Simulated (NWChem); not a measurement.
System: SiH4S3; SMILES S[SiH](S)S

The following NWChem deck was run.

```
start job
memory heap 200 mb stack 900 mb global 1100 mb
geometry units angstroms noautosym nocenter noautoz
  Si     0.000000     0.000000    -0.225666
  S     -2.002479     0.201267     0.538135
  S      1.175542     1.633565     0.538135
  S      0.826937    -1.834832     0.538135
  H      0.000000     0.000000    -1.729681
  H     -2.306197     1.254892    -0.275757
  H      2.239867     1.369779    -0.275757
  H      0.066330    -2.624671    -0.275757
end
basis spherical
  * library def2-tzvp
end
dft
  xc hfexch
  iterations 150
  semidirect filesize 400000000
end
property
  efieldgrad
end
task dft property
```

Coordinates come from a PBE-D3(BJ)/def2-SVP optimisation.

Vzz is the largest principal value of the second derivative of the potential at the nucleus (NWChem prints the opposite sign); η is the asymmetry. Non-relativistic.

Atoms are numbered as in the input.

**Question.** Give the results of this calculation. (Hartree-Fock/def2-TZVP.) Quantities: Vzz S4 (a.u.); η S4.

**Answer.** 
```yaml
Vzz S4 (a.u.): -2.223
"η S4": 0.87
```
